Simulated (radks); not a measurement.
The numbers below are computed, except where a source is named.
Q: Hf, 72 electrons, occupied as [Xe] 4f14 5d2 6s2. Code: a radial shooting solver on a logarithmic mesh with Libxc functionals. Model: scalar-relativistic Kohn-Sham, PBE, spin-unpolarised, spherical densities, finite nucleus; Fermi nuclear charge, rms radius 5.347 fm; hard spherical wall at 2 bohr. Some entries of the table are withheld. Estimate them.

| orbital | occ. | eigenvalue (eV) | <r> (bohr) |
|---|---|---|---|
| 1s | 2 | -65189.58 | 0.01899 |
| 2s | 2 | -11089.76 | 0.08039 |
| 2p | 6 | -9730.409 | 0.07173 |
| 3s | 2 | -2474.710 | 0.2087 |
| 3p | 6 | -2068.491 | (1) |
| 3d | 10 | -1586.808 | 0.1891 |
| 4s | 2 | -446.8580 | 0.4694 |
| 4p | 6 | -313.9468 | 0.4997 |
| 4d | 10 | -142.2446 | 0.5406 |
| 5s | 2 | -11.3567 | 1.073 |
| 5p | 6 | 23.8480 | 1.144 |
| 4f | 14 | 45.5387 | 0.6746 |
| 5d | 2 | 74.9735 | 1.215 |
| 5f | 0 | 141.9637 | 1.182 |
| 6s | 2 | 155.1215 | 1.224 |
| 6p | 0 | 193.5080 | (2) |
| 7s | 0 | 418.4797 | 1.175 |

A: 
(1) 3p <r> (bohr): 0.2086
(2) 6p <r> (bohr): 1.201
